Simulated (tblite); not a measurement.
Compound: C₆H₈BBrF₂.
Geometry (GFN2-xTB, Å), atoms numbered from 1 in this order:
```
atom  x, y, z in Å
C1     2.4153   -0.1359   -1.0026
C2     1.7085   -1.0163   -0.0276
C3     0.6853   -0.6992    0.7512
C4    -0.0197    0.6276    0.8203
C5    -1.4426    0.4439    0.3370
C6    -2.4276    0.4944    1.2387
Br7   -4.2595    0.2710    0.8790
B8    -1.6336    0.1583   -1.1846
F9    -2.7526   -0.2572   -1.7369
F10   -0.6475    0.3246   -2.0456
H11    3.4863   -0.3244   -0.9665
H12    2.2394    0.9183   -0.8117
H13    2.0694   -0.3596   -2.0114
H14    2.0909   -2.0283    0.0221
H15    0.2648   -1.4516    1.4061
H16   -0.0170    0.9911    1.8509
H17    0.4767    1.3584    0.1836
H18   -2.2452    0.6910    2.2862
```

Method: GFN2-xTB as coded in tblite; computed harmonic values from a numerical Hessian at the method's own geometry, unscaled. The method is semi-empirical: single wavenumbers can be off by several per cent or more. One conformer, not necessarily the lowest. The optimisation stopped once no atom felt more than 0.01 eV/Å.

Lowest wavenumbers of the output (negative numbers stand for imaginary wavenumbers):
```
mode    cm-1
  1     -29.2
  2      24.7
  3      31.7
  4      55.8
  5     100.2
  6     111.9
  7     181.3
  8     212.4
```

Problem. Is this structure a minimum?

Solution. Not by this Hessian. 1 mode is imaginary beyond 20i (29i cm⁻¹), so at this level the point lies at or near a first-order saddle. The curvature is small, so loose convergence or finite differences may be the whole cause.

Problem. Which atoms move in the imaginary mode?

Solution. 29i: H12 (methyl hydrogen) 34 %, H13 (methyl hydrogen) 33 %, H11 (methyl hydrogen) 16 %. These are shares of the mass-weighted motion.

Problem. What is the remedy?

Solution. Step along that mode in both directions, optimise again with tighter thresholds and repeat the frequencies. The zero-point energy of this point (80.6 kcal/mol) counts the 47 real modes alone, and thermal corrections from it aren't those of a minimum.

On an Arm Neoverse N1 with one thread, no GPU, shared host with 64 logical CPUs at a one-minute load of 60, this took 1.4 s of wall time. This covers the Hessian and the dipole derivatives.
